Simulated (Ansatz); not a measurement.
Ideal-gas functions of `FC1(Br)C=C1` at 298.15 K and 1 bar, from an Ansatz frequency run at PBE0-D4/def2-TZVP.

Molar mass 136.95 g/mol, point group Cs (symmetry number 1), electronic degeneracy 1, moments of inertia 75.196, 220.951, 265.536 u Å². Harmonic wavenumbers (cm⁻¹, unscaled): 287, 318, 334, 471, 539, 725, 920, 925, 981, 986, 1133, 1306, 1700, 3270, 3310.

Use S(trans) = R[1.5 ln M + 2.5 ln T − 1.1517]; rotational temperatures θ = 24.2544 K / I; S(rot) = R[ln(√π/σ · √(T³/θAθBθC)) + 1.5]; for each mode x = 1.438777 ν̃/T, S = R[x/(eˣ − 1) − ln(1 − e⁻ˣ)] and H = RT x/(eˣ − 1); 1 cm⁻¹ = 0.0119627 kJ/mol; R = 8.31446 J/(mol·K).

Question: By hand: the entropy, in J/(mol·K).

Answer: Translation 170.2. Rotation: θ = 0.3225, 0.1098, 0.0913 K, giving 112.1. Vibration, mode by mode: 6.24, 5.52, 5.19, 3.07, 2.37, 1.16, 0.54, 0.53, 0.42, 0.41, 0.23, 0.11, 0.02, 0.00, 0.00, in all 25.8. Electronic 0.0. Sum 308.1 J/(mol·K).

Question: By hand: H − E and G − E in kJ/mol, counted from the electronic energy.

Answer: Zero-point energy ½ × 17205 × 0.0119627 = 102.9; thermal vibration 5.2; translation, rotation and pV give 4 RT = 9.9. H − E = 118.0 kJ/mol, and G − E = 118.0 − 298.15 × 308.1/1000 = 26.1 kJ/mol.

Vibration gives 8 % of the entropy.
